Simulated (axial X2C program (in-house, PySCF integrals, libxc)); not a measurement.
AlCo: properties at the nuclei

Calculated with an in-house all-electron X2C program for linear molecules (integrals from PySCF): two-component X2C with atomic mean-field Coulomb and Gaunt terms, Gaussian nuclei, basis Co dyall-cv3z, Al dyall-v3z with contracted cores.

R = 2.420 Å (near the PBE0 minimum at charge 0 of the determinant lowest at the starting distance; the state shown can have its own minimum elsewhere).

Input and command:
```json
{"zs": [27, 13], "q": 0, "bas": ["dyall-cv3z", "dyall-v3z"], "r0": 2.37, "levels": ["PBE0", "HF", "PBE50", "LDA", "BHandHLYP"], "nst": 3}
```
```bash
python soeom.py task.json out
```

Keys: zs atomic numbers; q charge; bas basis sets; r0 starting distance in Å; levels methods; nst determinants followed.

Determinant lowest in the PBE0 search, Ω = 3 (⟨Sz⟩ = 1.00, ⟨Lz⟩ = 2.00 at PBE0), spin on the atoms Co 1.18, Al -0.18:

| level | Eeff magnitude (GV/cm) | Ws magnitude Co (kHz) | A∥/gI Co (MHz) | qzz Co (a.u.) | A∥/gI Al (MHz) | qzz Al (a.u.) | μ (D) |
| --- | --- | --- | --- | --- | --- | --- | --- |
| PBE0 | 0.25 | 0.0409 | 497 | 0.18 | 5.7 | -1.02 | -0.42 |
| HF | 1.67 | 0.22 | 739 | 0.43 | -20.6 | -0.48 | -1.27 |
| PBE50 | 0.328 | 0.0519 | 499 | 0.08 | 6.68 | -1.14 | -0.89 |
| LDA | 0.122 | 0.0234 | 596 | -0.26 | 6.88 | -0.84 | -0.09 |
| BHandHLYP | 0.179 | 0.03 | 450 | 0.12 | 2.26 | -1.13 | -0.49 |

Eeff is the effective electric field on the electron electric dipole moment in this Ω state and Ws the scalar–pseudoscalar constant of the nucleus named (defined with the proton number Z and per Ω); A∥ (defined per Ω) follows by multiplying with gI = μI/(I μN); qzz is the electric field gradient, eQq0 = 234.96 MHz × Q/barn × qzz; μ is positive if the Al end (last atom) is positive. The operators were transformed with the bare-nucleus X2C matrices; with these basis sets, hyperfine constants and field gradients can be off by tens of per cent, and where levels differ in sign neither size nor sign is settled.

(1) With gI(59Co) = 1.3220 (g factors from the IAEA table of nuclear moments by Stone), turn the PBE0 values of the first state into constants in MHz.

Each state is one determinant with collinear spin, which with several unpaired electrons need not be a pure state. Unrestricted Hartree–Fock can overshoot spin polarisation at the nuclei. With several open shells hyperfine constants can be off by a factor of several. Where Eeff spreads by more than a factor of two the levels disagree and none is to be relied on. Open-shell Ω = 0 determinants with evenly filled partner blocks cannot be reached by this program, so the Ω shown need not be the lowest component. At HF a later determinant lies lower. States lie within half an eV, so the first need not be the ground state. Further determinants of the search, some of them spin-mixed, are not shown. Where a field gradient or hyperfine factor spreads by more than a factor of two over the levels, a constant derived from it is not to be relied on.

Results:

(1) A∥(59Co) = 497 × 1.3220 = 657 MHz.
